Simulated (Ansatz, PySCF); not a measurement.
H4NSi, SMILES [NH][SiH3] (connectivity only; charge and spin as stated), charge -1, multiplicity 1. Atoms are numbered in the order given.

```xyz
6

N      0.1136     1.1999     0.0000
Si    -0.0011    -0.4536     0.0000
H     -0.7760     1.6909     0.0000
H     -0.6823    -1.1918     1.1660
H      1.3755    -1.0821     0.0000
H     -0.6823    -1.1918    -1.1660
```
Charge -1, spin multiplicity 1.

The structure is a stationary point at PBE0-D3(BJ)/def2-TZVPD. The spin state was assumed, not searched. The isomer is the one that the SMILES or the coordinates give; other isomers of the formula were not compared.

Two levels are set side by side: PBE-D3(BJ)/def2-TZVPD (Ansatz, a program for electronic structure) and PBE0-D3(BJ)/def2-TZVPD (Ansatz). Each level has its own optimised geometry; the coordinates shown are those of the second. Frequencies come from the Hessian of PySCF at each geometry. Differences are taken from unrounded values.

| quantity | PBE0-D3(BJ) |
|---|---|
| mean bond length (Å) | 1.453 |
| bond N1–Si2 (Å) | 1.657 |
| bond N1–H3 (Å) | 1.016 |
| bond Si2–H4 (Å) | 1.539 |
| bond Si2–H5 (Å) | 1.513 |
| bond Si2–H6 (Å) | 1.539 |
| highest harmonic wavenumber (cm⁻¹) | 3531 |
| mean harmonic wavenumber (cm⁻¹) | 1304 |
| zero-point energy (kcal/mol) | 22.37 |

**Question.** What does PBE-D3(BJ) give, and how far is it from PBE0-D3(BJ)? (An estimate is asked for; the answer gives what the named calculation found.)

**Answer.** 
```json
[
 {"quantity": "mean bond length (Å)", "PBE-D3(BJ)": "1.466", "PBE-D3(BJ) minus PBE0-D3(BJ)": "0.013"},
 {"quantity": "bond N1–Si2 (Å)", "PBE-D3(BJ)": "1.675", "PBE-D3(BJ) minus PBE0-D3(BJ)": "0.018"},
 {"quantity": "bond N1–H3 (Å)", "PBE-D3(BJ)": "1.027", "PBE-D3(BJ) minus PBE0-D3(BJ)": "0.011"},
 {"quantity": "bond Si2–H4 (Å)", "PBE-D3(BJ)": "1.552", "PBE-D3(BJ) minus PBE0-D3(BJ)": "0.013"},
 {"quantity": "bond Si2–H5 (Å)", "PBE-D3(BJ)": "1.523", "PBE-D3(BJ) minus PBE0-D3(BJ)": "0.009"},
 {"quantity": "bond Si2–H6 (Å)", "PBE-D3(BJ)": "1.552", "PBE-D3(BJ) minus PBE0-D3(BJ)": "0.013"},
 {"quantity": "highest harmonic wavenumber (cm⁻¹)", "PBE-D3(BJ)": "3394", "PBE-D3(BJ) minus PBE0-D3(BJ)": "-138"},
 {"quantity": "mean harmonic wavenumber (cm⁻¹)", "PBE-D3(BJ)": "1257", "PBE-D3(BJ) minus PBE0-D3(BJ)": "-47"},
 {"quantity": "zero-point energy (kcal/mol)", "PBE-D3(BJ)": "21.56", "PBE-D3(BJ) minus PBE0-D3(BJ)": "-0.81"}
]
```

GGA bonds tend to be longer and softer than those of functionals with exact exchange. Differences between two approximate levels are no errors against the true value.
